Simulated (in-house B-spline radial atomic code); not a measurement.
Ru III (Ru2+) is squeezed into an impenetrable sphere of radius R (the orbitals vanish at R). Caution: exact exchange at fractional occupations of open shells leaves self-interaction of up to several eV. Computed with a B-spline radial code for spherical atoms: non-relativistic PBE0, spin-polarised, spherical fractional occupations, point nucleus.

Energies in eV above the free ion in [Kr] 4d6:

```tsv
R (bohr)	highest level (eV)	[Kr] 4d6	[Ar] 3d10 4s2 4p5 4d7	[Ar] 3d10 4s2 4p5 4d6 4f1	-dE/dV in [Kr] 4d6 (GPa)
8.5	-21.4	5.497e-05	43.93	65.33	0.000156
5.99	-21.4	0.01743	43.94	67.56	0.0936
4.84	-21.1	0.2217	44.16	70.51	1.78
4.53	-20.9	0.4351	44.38	71.83	3.96
3.53	-18.7	3.816	48.01	80.68	57.9
3.22	-16.8	7.608	52.1	87.11	143
2.75	-11.3	22.74	68.33	107.9	626
2.35	-0.749	62.27	110.1	154.7	2550
1.71	52.9	380.3	437.9	491.1	34000
1.54	87.6	645.3	707.4	760.8	74500
```

**Question.** Does [Ar] 3d10 4s2 4p5 4d7 fall below [Kr] 4d6 under compression?

**Answer.** No, it stays above over the whole range.

**Question.** Does [Ar] 3d10 4s2 4p5 4d6 4f1 fall below [Kr] 4d6 under compression?

**Answer.** No, it stays above over the whole range.

The highest level is first positive in the row R = 1.71 bohr, pushed up by confinement above the zero of the free ion's potential. Each configuration is held fixed and needn't be the lowest in the sphere.
